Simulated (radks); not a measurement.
Polarisability of neutral iron, [Ar] 3d6 4s2, at imaginary frequency. Method: non-relativistic Kohn-Sham, LDA (Slater exchange, Perdew-Wang correlation), spin-polarised, spherical densities, point nucleus; open shells are filled with parallel spins first; computed with a radial shooting solver on a logarithmic mesh with Libxc functionals. Response by self-consistent Sternheimer equations with the Hartree and adiabatic LDA kernel.

w (hartree),alpha1(iw) (bohr^3)
0.00266,58.48
0.0143,58.13
0.0360,56.27
0.0697,51.09
0.118,41.76
0.186,30.26
0.280,19.88
0.413,12.34
0.605,7.477
0.892,4.473
1.35,2.614
2.12,1.436
3.59,0.6847
6.94,0.2468
17.5,0.05159

Static values: alpha1 = 58.50 bohr^3 (8.668 angstrom^3; uncoupled 107.1). C6 = 514.9, triple-dipole C9 = 21530 atomic units. One-pole (London) frequency 4 C6 / (3 alpha1^2) = 0.201 hartree, against 0.183 for minus the highest occupied eigenvalue. The dipole shielding factor is 1.000, as the force sum rule N/Z = 1.000 demands. Recommended static value: 62 bohr^3 (Schwerdtfeger and Nagle, 2023 table).
